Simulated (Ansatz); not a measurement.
Z-matrix (Å, degrees):
```
C
N 1 1.443
H 1 1.090 2 109.2
H 1 1.094 2 111.7 3 -119.3
H 1 1.094 2 111.7 3 119.4
B 2 1.393 1 125.1 3 -2.7
H 2 1.008 1 114.6 3 -176.7
O 6 1.385 2 123.2 1 178.1
H 6 1.196 2 120.5 1 -1.3
C 8 1.368 6 121.7 2 -10.9
F 10 1.385 8 111.3 6 65.6
H 10 1.091 8 108.7 6 -176.6
H 10 1.097 8 111.8 6 -53.2
```

Total charge 0; spin multiplicity 1.

Q: List the PBE/def2-TZVPP orbital energies in eV (Ansatz 0.2.0). (An estimate is asked.)

A: Computed: Occupied: -659.88, -510.71, -380.60, -272.21, -269.68, -177.13, -30.19, -26.08, -22.33, -17.22, -16.73, -13.79, -13.10, -12.69, -12.53, -11.25, -10.67, -9.54, -9.37, -9.19, -8.67, -7.90, -7.41, -6.18. Lowest empty: -0.17, 0.47, 1.06, 1.26, 1.78, 2.06, 2.22, 2.44.
